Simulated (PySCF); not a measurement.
carbon diselenide (CSe₂), SMILES [Se]=C=[Se]. Geometry: ωB97X-D3(BJ)/def2-TZVP.

Problem. Give the equilibrium geometry at ωB97X-D3(BJ)/def2-TZVP (PySCF confirms it by a frequency run) as bond lengths and angles, and its point group. (An estimate is asked for; the answer gives what the named calculation found.)

Solution. point group D∞h.
Atoms: Se1 C2 Se3. Bond lengths (Å): Se1–C2 1.683, C2–Se3 1.683. Bond angles (°): Se1–C2–Se3 180.0.
